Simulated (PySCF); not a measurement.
Gas-phase reaction: 2 GaNH₂ + NH₂ = 2 GaH₃ + 3 N, at 800 K and a standard pressure of 1 bar. Level: BLYP/def2-TZVP†.

Method: PySCF energies plus ideal-gas RRHO corrections (1 bar). † marks an energy on the PBE0/def2-TZVP geometry and frequencies. Open shells (unrestricted): NH₂ (multiplicity 2), N (multiplicity 4); the rest are closed-shell singlets. Ga: all electrons, no relativistic terms. GaNH₂, GaH₃: computed as isolated molecules; such fragments, hydroxides, amides, oligomers or adducts are transient or little studied in the gas. The harmonic model lacks anharmonicity and excited electronic states, which grow with temperature; levels with a mode under 35 cm⁻¹ are left out.

| species | E (Ha) | H(800 K) − E (kJ/mol) | S°(800 K) (J/mol/K) |
|---|---|---|---|
| GaNH₂ | -1980.90742 | 101.4 | 306.9 |
| NH₂ | -55.88316 | 78.2 | 229.8 |
| GaH₃ | -1926.68226 | 87.1 | 270.7 |
| N | -54.58940 | 16.6 | 173.8 |
E: electronic energy; H − E holds the zero-point and thermal terms. 1 Ha = 2625.5 kJ/mol.

**Question.** Work out ΔH°, ΔS°, ΔG° and log10 K from these numbers.

**Answer.** 1. ΔE = 2×(-1926.68226) + 3×(-54.58940) − 2×(-1980.90742) − 1×(-55.88316) = 0.56528 Ha = 1484.1 kJ.
2. Δ(H − E) = 2×(87.1) + 3×(16.6) − 2×(101.4) − 1×(78.2) = -57.0 kJ, so ΔH° = 1427.1 kJ.
3. ΔS° = 2×(270.7) + 3×(173.8) − 2×(306.9) − 1×(229.8) = 219.2 J/K; the number of gas molecules changes by +2.
4. ΔG° = ΔH° − TΔS° = 1427.1 − 800×(219.2)/1000 = 1251.7 kJ.
5. log10 K = −ΔG°/(RT ln 10) = -81.70, with RT ln 10 = 15.32 kJ/mol; at standard pressures the reactants are favoured.
6. A shift of 10 kJ in ΔE would move log10 K by 0.65 here.
For scale, ΔH°(298 K) is 1416 kJ at this level, 1327 kJ at ωB97M-V/def2-TZVP†, and runs from 501 to 2355 kJ over the 20 levels computed.
